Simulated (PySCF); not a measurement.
Ligand exchange on a metal centre used in film growth or etching (Zn CH3-Br). Isolated molecules, 0 K electronic values unless said otherwise. One relaxed conformer stands for each flexible species; it need not be the lowest.

The LUMO from two functionals at the same geometries (PBE-D3(BJ)/def2-SVP), both in PySCF: PBE-D3(BJ)/def2-TZVP and TPSSh-D3(BJ)/def2-TZVP. 

| species | PBE-D3(BJ)/def2-TZVP (eV) | TPSSh-D3(BJ)/def2-TZVP (eV) |
|---|---|---|
| 0 of 2 CH3 replaced by Br ([Zn(CH3)2]) | -0.54 | -0.09 |
| 1 of 2 CH3 replaced by Br | -1.44 | -0.95 |
| 2 of 2 CH3 replaced by Br | -2.74 | -2.23 |

Over these rows, drawn at random from the members with no instability flagged (it was tested for open shells, ions and some series alone), PBE minus TPSSh-D3(BJ): mean -0.48 eV, from -0.51 eV to -0.44 eV.
